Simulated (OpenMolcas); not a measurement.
**What dynamic correlation does to the levels of Mn4+**

| Property | Result |
| --- | --- |
| Program | OpenMolcas |
| Basis | ANO-L-VTZP [6s5p3d2f1g] |
| Scalar Hamiltonian | non-relativistic, point nucleus |
| Active space | 3 electrons in 5 orbitals (3d) |
| State averaging | 2S+1 = 4 even, 10 roots; 2S+1 = 2 even, 40 roots |
| Spin-orbit coupling | state interaction with AMFI integrals over the reference wave functions, term energies averaged over their components |

Methods on the same reference wave functions:
A. CASSCF
B. SS-CASPT2, IPEA 0.25 Eh, imaginary shift 0.1 Eh (closed shells correlated: 3s 3p)
C. MS-CASPT2, IPEA 0.25 Eh, imaginary shift 0.1 Eh (closed shells correlated: 3s 3p)

Energies in cm⁻¹ above 3d³ ⁴F_3/2, the measured ground level; measured values from Corliss and Sugar, J. Phys. Chem. Ref. Data 6, 1253 (1977).

| Level | A | B | C | Measured |
| --- | --- | --- | --- | --- |
| 3d³ ⁴F_3/2 | 0.0 | 0.0 | 0.0 | 0.0 |
| 3d³ ⁴F_5/2 | 388 | 391 | 391 | 359 |
| 3d³ ⁴F_7/2 | 917 | 921 | 921 | 835 |
| 3d³ ⁴F_9/2 | 1571 | 1573 | 1573 | 1412 |
| 3d³ ⁴P_1/2 | 20536 | 17400 | 17390 | 16434 |
| 3d³ ⁴P_3/2 | 20692 | 17560 | 17540 | 16595 |
| 3d³ ²G_7/2 | 20973 | 18400 | 18400 | 17892 |
| 3d³ ⁴P_5/2 | 21159 | 18010 | 18010 | 17049 |
| 3d³ ²G_9/2 | 21508 | 18950 | 18950 | 18399 |
| 3d³ ²P_1/2 | 27650 | 25270 | 23960 | 23082 |
| 3d³ ²H_9/2 | 27719 | 25570 | 25920 | 24975 |
| 3d³ ²H_11/2 | 28119 | 25970 | 26330 | 25334 |
| 3d³ ²D_5/2(1) | 30545 | 25700 | 25700 | 24630 |
| 3d³ ²F_7/2 | 47588 | 41970 | 41970 | 40423 |
| 3d³ ²F_5/2 | 47822 | 42200 | 42200 | 40707 |
| 3d³ ²D_5/2(2) | 74264 | 65740 | 65740 | 62608 |
| 3d³ ²D_3/2(2) | 74543 | 66020 | 66020 | 62854 |

Deviations, from unrounded energies. A percentage is the sum of absolute deviations over the sum of measured energies, with the sign that they share, or ± where signs differ.

| Against measurement | Levels | A | B | C |
| --- | --- | --- | --- | --- |
| mean absolute deviation (cm-1) | 16 | 4500 | 1100 | 1100 |
| fine structure of the ground term (%) | 3 | +10.4 | +10.7 | +10.7 |
| other terms of the ground configuration (%) | 13 | +18.5 | +4.5 | +4.4 |

B, C lie about equally close to measurement and A furthest from it. The largest miss of C in the table is 3d³ ²D_3/2(2), by +3200 cm-1. The ranking rests on the paired levels alone, and a cruder setting can come out closer through cancelling errors.

Between B and C the level of the table that moves most is 3d³ ²P_1/2, by 1300 cm-1 (lowest in C, highest in B). Moves below CASPT2's spread within the term are not significant.

The mean deviations of B to C differ by less than CASPT2's widest spread within a term (900 cm-1), so their order carries little weight.

From A to B the spin-free energies of the other terms of 3d³ shown, above ⁴F, scale by factors of 0.83 to 0.92, as is usual when dynamic correlation screens the repulsion within a d or f shell.

The lowest spin-free term lies below A's lowest term by 0.273 hartree in B, 0.273 hartree in C.

CASPT2 breaks the degeneracy within a term, and the mean is taken; among the terms shown or strongly mixed into the levels shown the widest spread is 900 cm-1 (3d³ ⁴F, C). Without dynamic correlation excited terms often stand tens of per cent too high (terms of higher spin than the ground term too low), and those without a measured partner can miss by more than the paired ones (holds for A). The CASPT2 spread within a term exceeds the gap to the next term for 3d³ ²D(1) and 3d³ ²P, 3d³ ²P and 3d³ ²H, so the order of their levels is uncertain, and so are names and mixing where such terms share a J (holds for B). Measured partners are found by configuration, term and J. A level has none where our copy of the source lacks it or the pairing is in doubt (some pairs that miss far off the trend of their configuration count as doubtful), and it then counts in no deviation. Only configurations of the active space appear. The table leaves out levels that lie high or whose names do not pair safely across all columns.

A number in round brackets counts repeated terms of one configuration in the order of the reference energies.
